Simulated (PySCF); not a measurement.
Mayer bond orders and bond lengths

Compound: C4H10ClPSi2.
SMILES with atom numbers: `[CH2:1]=[C:2]1[C@@H:3]([Cl:4])[SiH2:5][CH2:6][Si@H:7]1[PH2:8]` (hydrogens: H9, H10 on C1; H11 on C3; H12, H13 on Si5; H14, H15 on C6; H16 on Si7; H17, H18 on P8)

Cartesian coordinates in Å at the GFN2-xTB level; atoms count from 1:
```xyz
18
C4H10ClPSi2 angstrom
C      0.300   -2.357    0.476
C      0.084   -1.055    0.366
C     -0.815   -0.300    1.278
Cl     0.223    0.866    2.186
Si    -1.970    0.791    0.202
C     -0.754    1.236   -1.191
Si     0.778    0.108   -0.961
P      2.417    1.354   -0.074
H      0.942   -2.880   -0.213
H     -0.156   -2.956    1.251
H     -1.290   -0.933    2.026
H     -2.442    1.927    0.988
H     -3.070   -0.049   -0.284
H     -0.466    2.284   -1.139
H     -1.207    1.090   -2.168
H      1.111   -0.667   -2.167
H      3.273    1.250   -1.162
H      3.033    0.297    0.575
```

Bond orders from the PBE0/pcSseg-1 density (PySCF). The structure is a single GFN2-xTB conformer in the gas phase; no vibrational or solvent corrections.

**Question.** How far do the computed orders between heavy atoms stray from the drawn ones?

**Answer.** The largest departure is 0.200, at C3–Si5 (drawn single, 0.800). Drawn single, order below 0.88: C3–Si5 (0.800) and Si7–C2 (0.822).

**Question.** Give the Mayer order of every bond, beside its length.

**Answer.** 
| bond | drawn as | length (Å) | Mayer order |
| --- | --- | --- | --- |
| C1–C2 | double | 1.324 | 1.994 |
| C2–C3 | single | 1.486 | 0.958 |
| C3–Cl4 | single | 1.807 | 0.951 |
| C3–Si5 | single | 1.919 | 0.800 |
| Si5–C6 | single | 1.902 | 0.913 |
| C6–Si7 | single | 1.916 | 0.884 |
| Si7–P8 | single | 2.242 | 1.086 |
| Si7–C2 | single | 1.896 | 0.822 |
| C1–H9 | single | 1.077 | 0.947 |
| C1–H10 | single | 1.080 | 0.944 |
| C3–H11 | single | 1.089 | 0.951 |
| Si5–H12 | single | 1.460 | 0.955 |
| Si5–H13 | single | 1.467 | 0.946 |
| C6–H14 | single | 1.088 | 0.934 |
| C6–H15 | single | 1.086 | 0.941 |
| Si7–H16 | single | 1.472 | 0.926 |
| P8–H17 | single | 1.388 | 0.919 |
| P8–H18 | single | 1.385 | 0.933 |

Bonds between the same two heavy elements. C–C: lowest C2–C3 (0.958, 1.486 Å), highest C1–C2 (1.994, 1.324 Å). C–Si: lowest C3–Si5 (0.800, 1.919 Å), highest Si5–C6 (0.913, 1.902 Å); in 2 of the 6 pairs the longer bond (by over 0.003 Å) has the higher order (by 0.02 or more).

**Question.** Sum the orders of all bonds at each heavy atom with more than one neighbour and set the sums beside the valence in the SMILES.

**Answer.** C1 3.885 (drawn 4), C2 3.774 (drawn 4), C3 3.660 (drawn 4), Si5 3.614 (drawn 4), C6 3.672 (drawn 4), Si7 3.718 (drawn 4), P8 2.938 (drawn 3). Orders between atoms that aren't bonded are not in these sums.

The Mayer order sums products of elements of PS (density times overlap matrix) between the two atoms' basis functions, so it depends on the basis set.

These values come from a run that also computed NMR shieldings. Hardware: one thread, Arm Neoverse V1 (aarch64), shared host with 32 logical CPUs at a one-minute load of 26. Cost: 50 s of wall time, 1.1 GiB resident at most.
